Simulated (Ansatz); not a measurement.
Reaction (redistribution): `[CH3][GeH]([CH3])[Cl]` + `NC(N)=C[SiH3]` → `[CH3][GeH]([NH2])[Cl]` + `C/C(N)=C\[SiH3]`

Calculated with Ansatz (gas phase, PBE0-D4/def2-TZVP geometries, no zero-point term in ΔE). CCSD(T)/CBS is the MP2 limit (def2-TZVPP, def2-QZVPP) plus CCSD(T) − MP2 in def2-TZVPP, frozen cores. DFT in def2-TZVPP. B3LYP here is the variant with VWN-RPA as its local correlation; programs differ in this. For Ge outer-core shells are correlated without core-valence functions, which leaves a few kJ/mol of doubt a bond. Scalar relativity is left out up to krypton. Each species was taken in one conformer, which may not be the lowest.

```tsv
level	ΔE (kJ/mol)	difference from CCSD(T)/CBS
r2SCAN-D4	-14.5	6.9
B2PLYP	-18.6	2.8
B3LYP	-15.9	5.5
HF/def2-TZVPP	-20.4	1.0
SCS-MP2/def2-TZVPP	-23.1	-1.7
CCSD/def2-TZVPP	-20.3	1.1
HF/def2-QZVPP	-21.2	0.2
MP2/def2-QZVPP	-21.7	-0.3
HF/CBS(def2)	-21.3	0.1
MP2/CBS(def2)	-21.9	-0.5
CCSD(T)/CBS	-21.4	0
```

Largest T1 diagnostic among the species: 0.012.
